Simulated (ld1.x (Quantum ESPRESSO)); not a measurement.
# Ranking TM semilocal potentials for gallium

All share these settings but for the change named:

```
Element                 : gallium
Generator               : ld1.x (Quantum ESPRESSO) 7.5
Type                    : norm-conserving Troullier–Martins (semilocal form)
Functional              : LDA (PZ)
Relativity              : scalar-relativistic
Frozen core             : [Ar]
Valence charge          : 13
Reference configuration : 3d10 4s2 4p1
Partial waves           : 4s (bound): rc 1.45 bohr; 3d (bound): rc 0.75 bohr; 4p (bound): rc 2.30 bohr
Local potential         : the p channel
Core correction         : none
```

Test errors are all-electron minus pseudo excitation energies from the reference, over 3d10 4s2 4p0; 3d10 4s1 4p0; 3d10 4s0 4p0; 3d10 4s1 4p2; 3d10 4s1 4p1; 3d10 4s2 4p1.3; 3d9 4s2 4p2. None of these files shows a bound ghost.

The base gives 247.8 meV.

Of 12 variants that were run, those that failed, showed a ghost or another fault, or gave nearly equal values are left out.

A variant can come out equal or close to the base, since the largest error may sit in a test that the change hardly touches while other tests move.

(1) Rank these variants by their largest absolute test error, smallest first.
A. wave 4p (bound): rc 2.30 bohr becomes 4p (bound): rc 1.46 bohr
B. core correction a·sin(br)/r model core inside 0.30 bohr
C. wave 4p (bound): rc 2.30 bohr becomes 4p (bound): rc 3.46 bohr
D. all radii scaled by about 1.08 (s 1.56, p 2.48, d 0.80 bohr)

## Answers

(1) A (121.3 meV), C (170.1 meV), D (261.1 meV), B (296.3 meV).
